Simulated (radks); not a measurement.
Values are calculated unless marked as measured or tabulated.
Problem. Coulomb parameter of the 4f shell of the praseodymium ion Pr2+ in the model configuration [Xe] 4f1.5 6s1.5, as a second difference U = [E(n + 0.5) + E(n - 0.5) - 2 E(n)] / (0.5)^2 with all orbitals relaxed. "Bare": the charge of the atom changes with n. "Screened": the 6s shell takes up the change at fixed total charge, which measures U(4f,4f) + U(6s,6s) - 2 U(4f,6s). Level of theory: scalar-relativistic Kohn-Sham, LDA (Slater exchange, Perdew-Wang correlation), spin-unpolarised, spherical densities, finite nucleus; Fermi nuclear charge, rms radius 4.8919 fm (a radial shooting solver on a logarithmic mesh with Libxc functionals). Estimate both.

Solution. U(bare) = 17.344 eV, U(screened by 6s) = 7.698 eV, against the Slater integral F0(4f,4f) = 25.798 eV with frozen orbitals.
